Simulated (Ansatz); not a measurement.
A nudged elastic band was laid between two geometries of CH$_{6}$AlFGeOS (12 atoms, charge 0, multiplicity 1).

These are results of RKS PBE/def2-SVP in Ansatz, not measurements.

- movable images: 7
- climbing image: yes
- spring: 5.0 eV/Å²
- optimiser: quadratic models (default)
- start path: IDPP
- force threshold: 0.05 eV/Å
- iteration limit: 60
- end points: relaxed

First end point:

```xyz
12
Properties=species:S:1:pos:R:3
O 1.376 1.408 1.624
Al -0.162 0.925 1.039
S -2.010 0.930 2.224
C -0.281 0.278 -0.832
F -1.646 0.001 -1.119
Ge 0.759 -1.384 -1.182
H 1.558 1.729 2.521
H -2.664 0.473 1.113
H 0.077 1.045 -1.559
H 0.462 -1.899 -2.615
H 2.273 -1.086 -1.019
H 0.335 -2.473 -0.160
```

Last end point:

```xyz
12
Properties=species:S:1:pos:R:3
O 1.474 2.079 0.107
Al 0.075 1.242 0.641
S -0.890 1.535 2.591
C -0.711 -0.116 -0.572
F -1.892 -0.623 0.039
Ge 0.486 -1.661 -0.947
H 1.952 2.753 0.614
H -1.816 0.601 2.218
H -0.993 0.325 -1.556
H 1.725 -1.170 -1.742
H 0.949 -2.284 0.398
H -0.283 -2.737 -1.758
```

(1) Which bonds break or form, and what moves?

(2) Give the energies along the band, and the barrier.

(3) What is the geometry of the highest image?

(4) What are the harmonic wavenumbers there?

Results:

(1) No bond is made or broken. The dihedral Al2–C4–Ge6–H10 goes from 173 to -66°. The two ends are copies of one structure, up to a mirror image or an exchange of like atoms.

(2) The forces met the threshold. The highest image is number 4 of 0 to 8, 0.069 eV above the ends, which have the same energy within 2 meV. A vibrational analysis at the climbing image gives one clearly imaginary mode, 123i cm⁻¹: a first-order saddle point.

```tsv
image	path coordinate (Å)	energy (eV)	dihedral Al2–C4–Ge6–H10 (°)
0	0.00	0.000	173
1	0.62	0.007	-172
2	1.24	0.029	-157
3	1.86	0.055	-141
4	2.47	0.069	-125
5	3.08	0.058	-110
6	3.68	0.032	-95
7	4.28	0.008	-80
8	4.88	0.000	-66
```

(3) 
```xyz
12
Properties=species:S:1:pos:R:3:forces:R:3
O 1.520 1.981 0.515 -0.01 0.00 0.03
Al 0.028 1.172 0.766 0.00 0.00 -0.02
S -1.213 1.343 2.569 0.00 -0.01 0.01
C -0.625 -0.019 -0.677 -0.01 0.00 0.00
F -1.920 -0.484 -0.326 0.00 0.00 0.00
Ge 0.559 -1.601 -1.011 0.00 -0.01 -0.01
H 1.942 2.581 1.149 0.01 0.00 -0.02
H -2.115 0.513 1.961 0.00 0.00 0.00
H -0.709 0.528 -1.645 0.01 0.00 0.00
H 0.987 -1.675 -2.503 0.00 -0.01 0.00
H 1.847 -1.516 -0.143 0.00 0.01 0.00
H -0.223 -2.879 -0.620 0.00 0.01 0.00
```

(4) 123i, 25, 70, 89, 168, 214, 231, 287, 290, 331, 407, 483, 525, 556, 583, 646, 717, 802, 841, 856, 865, 945, 969, 1233, 2063, 2074, 2100, 2587, 2967, 3817 cm⁻¹.

The run took 40 s on 2 threads of AMD EPYC 9R45 96-Core Processor (Zen 5), on a shared host, peak memory 0.24 GiB.
